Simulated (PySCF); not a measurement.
C7H7NO.
Atom-mapped SMILES: `[CH3:1][C:2](=[O:3])[c:4]1[cH:5][cH:6][cH:7][n:8][cH:9]1` (hydrogens: H10, H11, H12 on C1; H13 on C5; H14 on C6; H15 on C7; H16 on C9)

Geometry (GFN2-xTB, Å), atoms numbered from 1 in this order:
```
atom  x, y, z in Å
C1    -2.5302   -0.1155    0.5567
C2    -1.4370   -0.7646   -0.2522
O3    -1.6462   -1.7150   -0.9709
C4    -0.0724   -0.1820   -0.1299
C5     0.9658   -0.7574   -0.8667
C6     2.2401   -0.2323   -0.7693
C7     2.4345    0.8577    0.0679
N8     1.4628    1.4134    0.7721
C9     0.2466    0.9107    0.6777
H10   -2.2899   -0.1653    1.6166
H11   -3.4681   -0.6344    0.3746
H12   -2.6346    0.9295    0.2726
H13    0.7463   -1.6054   -1.4992
H14    3.0624   -0.6546   -1.3254
H15    3.4101    1.3111    0.1839
H16   -0.4978    1.4131    1.2803
```

Computed with PySCF 2.14.0, density-fitted response routines, TDDFT CAM-B3LYP/def2-SVPD, vertical, gas phase, core orbitals frozen in the response.

Kohn–Sham orbitals with the atoms that hold most of them (Löwdin shares over 4%, at most four atoms; ? is withheld):

```csv
orbital,ε (eV),atoms
HOMO-3,-9.92,"C5 27%, N8 22%, C6 17%, C4 10%"
HOMO-2,-9.39,"O3 30%, N8 28%, C9 6%, C1 6%"
HOMO-1,-9.28,?
HOMO,?,?
LUMO,-0.93,"C2 18%, O3 16%, C7 14%, C4 13%"
LUMO+1,0.06,"C9 21%, N8 19%, C5 18%, C6 17%"
LUMO+2,1.18,"C1 16%, C9 12%, C2 11%, H10 7%"
```

Problem. Which atoms hold the HOMO, and with what shares?

Solution. O3 (bonded to C) 32%; N8 (bonded to 2 C) 31%; C4 (bonded to 3 C) 8%; C2 (bonded to 2 C and O) 7%. By element: oxygen 32%, nitrogen 31%, carbon 14% or more.

Problem. Give the leading atoms of the HOMO-1.

Solution. C4 (bonded to 3 C) 21%; C7 (bonded to C, N and H) 19%; C9 (bonded to C, N and H) 18%; C6 (bonded to 2 C and H) 17%.

Problem. What is the HOMO energy, and the HOMO–LUMO gap?

Solution. ε(HOMO) = -8.97 eV; the gap is 8.04 eV (0.2953 hartree).

Problem. The HOMO–LUMO gap is 8.04 eV. Where does the response calculation put the lowest singlet, and from which orbitals?

Solution. S1 is at 3.96 eV (f = 0.0000), 4.07 eV below the gap, made of HOMO→LUMO (69%), HOMO-2→LUMO (20%). 

Next come S2 at 4.71 eV (f 0.0007), HOMO-2→LUMO (68%), HOMO→LUMO (23%); S3 at 5.13 eV (f 0.0034), HOMO→LUMO+1 (66%), HOMO-2→LUMO+1 (32%); S4 at 5.36 eV (f 0.095), HOMO-1→LUMO (53%), HOMO-1→LUMO+1 (20%), HOMO-3→LUMO (19%); S5 at 5.72 eV (f 0.176), HOMO-3→LUMO (42%), HOMO-1→LUMO (38%), HOMO-1→LUMO+1 (17%).

One conformer stands for the species.
